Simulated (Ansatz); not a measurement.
Basis-set extrapolation for C$_{3}$HF$_{5}$O (`FC(F)C1(F)OC1(F)F`) (PBE0-D4/def2-TZVP geometry, frozen core, Ansatz). Multiplicity 1, RHF reference.

```
                      def2-TZVPP   def2-QZVPP
                 HF  -686.488326  -686.517713
    MP2 correlation    -1.931689    -2.101817
CCSD(T) correlation    -2.007167      not run
```

Energies in hartree. Use E(X) = E(∞) + A·exp(−7.88·√X) for Hartree–Fock and E(X) = E(∞) + B·X^(−2.97) for correlation, with X = 3 and 4, and add CCSD(T) minus MP2 of the smaller set to the MP2 limit.

Problem. What is the CCSD(T) energy at the basis-set limit?

Solution. HF limit: -686.517713 + (-0.029387) × 0.13774 = -686.52176. MP2 limit: -2.101817 + (-0.170128) × 0.74074 = -2.22784. Higher-order term: -2.007167 − (-1.931689) = -0.07548. Total: -688.82508 hartree, 865.3 kJ/mol below CCSD(T)/def2-TZVPP.
